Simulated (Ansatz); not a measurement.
Reaction (formal exchange of groups at the Si–B bond): `B[SiH2][SiH2][SiH3]` + `[SiH3][GeH2][SiH3]` → `[SiH3][SiH2][SiH2][SiH2][GeH2][SiH3]` + BH₃

Gas-phase electronic energies from Ansatz, PBE0-D4/def2-TZVP geometries. CCSD(T)/CBS is the MP2 limit (def2-TZVPP, def2-QZVPP) plus CCSD(T) − MP2 in def2-TZVPP, frozen cores. This one scheme is used for every species. Functionals use def2-TZVPP. For Ge outer-core shells are correlated without core-valence functions, which leaves a few kJ/mol of doubt a bond. Scalar relativity is left out up to krypton. Each species was taken in one conformer, which may not be the lowest.

CCSD(T)/CBS gives -29.2 kJ/mol.

Q: Another level gave -10.1 kJ/mol. Which?
A. CCSD/def2-TZVPP
B. HF/def2-TZVPP
C. revPBE-D4/def2-TZVPP
D. LDA (SPW92)/def2-TZVPP

A: B. HF/def2-TZVPP -10.1, LDA (SPW92) -19.1, CCSD/def2-TZVPP -23.9, revPBE-D4 -28.0 kJ/mol.

Largest T1 diagnostic among the species: 0.014.

At CCSD(T), def2-SVP lies +5.1 kJ/mol from the extrapolated value and def2-TZVPP +1.8 kJ/mol. The D4 term adds −22.5 kJ/mol with B3LYP and −13.8 kJ/mol with PBE0; it sums over pairs of atoms, weighted by their polarisabilities, and B3LYP, whose exchange is more repulsive, gets the larger term. From PBE to PBE0 (25 % exact exchange), in def2-TZVPP and without D4, ΔE moves by −4.1 kJ/mol.

B3LYP here is the variant with VWN-RPA as its local correlation; programs differ in this.
